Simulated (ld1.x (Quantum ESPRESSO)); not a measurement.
tungsten: excitation energies, all-electron against TM

W, norm-conserving Troullier–Martins (Kleinman–Bylander form), made with ld1.x (Quantum ESPRESSO) 7.5 (LDA (PZ), fully relativistic). Core [Kr] 4d10 4f14, reference 5s2 5p6 5d4 6s0 6p0 (charge +2). Waves: 5p (bound): rc 1.95 bohr; 5d (bound): rc 2.25 bohr; 5s (bound): rc 1.70 bohr. Local part: the s channel. Core correction: none.

Open shells are filled in proportion to 2j + 1 (rel_dist='average').

Energies are relative to the spin-unpolarised reference configuration 5s2 5p6 5d4 6s0 6p0; without spin polarisation the order of configurations can differ from experiment.

```
valence configuration  charge  ΔE all-electron (eV)  error AE − PS (meV)
  5s2 5p6 5d4 6s2 6p0       0               -25.163                +3311
  5s2 5p6 5d4 6s1 6p0      +1               -16.026                +2006
  5s2 5p6 5d3 6s0 6p0      +3                25.696                 +1.5
  5s2 5p6 5d4 6s1 6p1       0               -20.630                +2037
  5s2 5p5 5d4 6s2 6p0      +1                24.589                +4984
  5s2 5p6 5d4 6s0 6p1      +1               -10.527                 +370
  5s2 5p6 5d3 6s2 6p0      +1               -16.099                +4387
```

Levels in the configuration 5s2 5p6 5d4 6s0 6p1:

```
   level  all-electron (eV)  pseudo (eV)
5s j=1/2            -88.136      -87.810
5p j=1/2            -59.561      -59.259
5p j=3/2            -49.631      -49.345
5d j=3/2            -13.739      -13.525
5d j=5/2            -12.933      -12.726
6p j=1/2             -8.402       -9.113
6p j=3/2             -7.530       -7.563
```

These tests converged, but a pseudo level misses the all-electron one widely, so the file describes the atom poorly there or has found another state: 5s2 5p6 5d3 6s0 6p0: empty 6s by 3.3 eV.
